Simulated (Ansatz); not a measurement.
Basis sets compared for Cu₁₂S. Charge 0, multiplicity 1. Geometry r2SCAN-D4/def2-SVP. Ansatz on 2 threads of AMD EPYC 7R13 on a shared host and a share (18 GiB) of an NVIDIA H100 80GB HBM3; times are rough, and most runs start from earlier orbitals.

```xyz
13

S     2.283    0.291    2.128
Cu    0.911    1.687    1.073
Cu   -1.670    0.777   -1.828
Cu    1.650   -0.507    0.080
Cu   -0.885    0.276    0.343
Cu    0.661    1.294   -1.323
Cu   -0.243   -2.098    0.410
Cu   -0.926    2.588   -0.188
Cu    0.256   -0.611    2.238
Cu    2.149   -0.161   -2.315
Cu   -2.039   -1.198    1.797
Cu   -2.175   -1.328   -0.741
Cu    0.030   -1.009   -1.676
```

Single mean-field runs in def2-TZVP are fitted with def2-universal-jkfit. This restricted singlet of an open-shell metal (gap down to 0.50 eV) wasn't tested against broken symmetry. The restricted singlet is unstable towards broken spin symmetry in Hartree–Fock (as tested in another run); at PBE-D4/def2-TZVP, PBE0-D4/def2-SVP, PBE0-D4/def2-TZVP this wasn't settled. No other spin state of charge 0 was run. The structure comes from a short search, and lower isomers may exist.

Binding counts from free atoms (S triplet, Cu doublet) in the same basis, without a counterpoise term.

```json
{"level": "PBE-D4/def2-SVP", "functions": "390", "energy (Eh)": "-20078.9993", "HOMO (eV)": "-3.92", "LUMO (eV)": "-3.42", "binding per atom (eV)": "3.14", "wall time": "6.5 s"}
{"level": "PBE0-D4/def2-SVP", "functions": "390", "energy (Eh)": "-20078.9621", "HOMO (eV)": "-4.26", "LUMO (eV)": "-2.73", "binding per atom (eV)": "2.63", "wall time": "7 s"}
```

**Question.** Estimate the rows for PBE-D4/def2-TZVP (with forces), PBE0-D4/def2-TZVP.

**Answer.** 
```json
{"level": "PBE-D4/def2-TZVP (with forces)", "functions": "577", "energy (Eh)": "-20082.0699", "HOMO (eV)": "-4.22", "LUMO (eV)": "-3.70", "binding per atom (eV)": "2.51", "wall time": "9.5 s"}
{"level": "PBE0-D4/def2-TZVP", "functions": "577", "energy (Eh)": "-20081.9343", "HOMO (eV)": "-4.54", "LUMO (eV)": "-2.96", "binding per atom (eV)": "2.16", "wall time": "12 s"}
```
